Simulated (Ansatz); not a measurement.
Consider the redistribution: `C[B]([SiH3])[SnH3]` + `FBO[SiH3]` → `C[B](F)[SnH3]` + `[SiH3]BO[SiH3]`.

Computed with Ansatz on PBE0-D4/def2-TZVP structures; ΔE is electronic, products minus reactants. CBS: MP2 limit from def2 TZ/QZ plus the TZ coupled-cluster correction, frozen cores. DFT in def2-TZVPP. Elements past krypton have def2 core potentials. For Sn outer-core shells are correlated without core-valence functions, which leaves a few kJ/mol of doubt a bond. One conformer a species, not always the lowest.

```csv
species,r2SCAN energy (Eh)
`C[B]([SiH3])[SnH3]`,-572.14549
`FBO[SiH3]`,-491.92800
`C[B](F)[SnH3]`,-380.80097
`[SiH3]BO[SiH3]`,-683.26377
```

Task: Work out ΔE.

Result: ΔE = (-380.80097) + (-683.26377) − (-572.14549) − (-491.92800) = 0.00875 Eh = +5.5 kcal/mol. CCSD(T)/CBS gives +6.0 kcal/mol.

Largest T1 diagnostic among the species: 0.014.

From PBE to PBE0 (25 % exact exchange), in def2-TZVPP and without D4, ΔE moves by +0.9 kcal/mol. The D4 term adds +1.1 kcal/mol with B3LYP and +0.6 kcal/mol with PBE0; it sums over pairs of atoms, weighted by their polarisabilities, and B3LYP, whose exchange is more repulsive, gets the larger term.

B3LYP here is the variant with VWN-RPA as its local correlation; programs differ in this.
